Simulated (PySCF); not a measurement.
Start geometry of `N#CC(C#N)(C#N)C#N` (methanetetracarbonitrile) from GFN2-xTB (Å):
```
atom  x, y, z in Å
N1     0.1711    2.3531   -1.1048
C2     0.0955    1.3248   -0.6225
C3     0.0005    0.0018   -0.0033
C4    -0.6682   -0.9213   -0.9216
N5    -1.1878   -1.6402   -1.6351
C6     1.3454   -0.4942    0.2934
N7     2.3912   -0.8794    0.5250
C8    -0.7684    0.0953    1.2387
N9    -1.3658    0.1660    2.2051
```

Problem. What comes out of this run: PySCF, PBE0-D3(BJ)/def2-SVP geometry optimisation, gas phase?

Solution. 
```
atom  x, y, z in Å
N1     0.1966    2.3163   -0.9637
C2     0.1219    1.2734   -0.4749
C3     0.0268   -0.0644    0.1536
C4    -0.6491   -0.9997   -0.7750
N5    -1.1761   -1.7284   -1.4985
C6     1.3873   -0.5651    0.4575
N7     2.4474   -0.9543    0.6957
C8    -0.7530    0.0365    1.4088
N9    -1.3597    0.1153    2.3875
```

The energy falls by 0.090 eV over 3 energy and gradient evaluations, the largest force component goes from 0.0381 to 1.8e-04 Eh/bohr, and the atoms move by 0.025 Å rms after alignment. Among the bonds, N1≡C2, C2–C3, C3–C4, C4≡N5, C3–C6, C6≡N7, C3–C8 and C8≡N9 change most and about equally (+0.016 to +0.017 Å). Bonds longer at the end by more than 0.005 Å: 8 of 8; shorter: 0. The orientation of the end geometry is arbitrary; only internal coordinates are fixed.

The run used 126 basis functions and 20 SCF cycles in all. On an Arm Neoverse V1 with one thread, no GPU, on a shared host, this took 20 s of wall time.

PBE0-D3(BJ)/def2-SVP frequencies: not computed here.
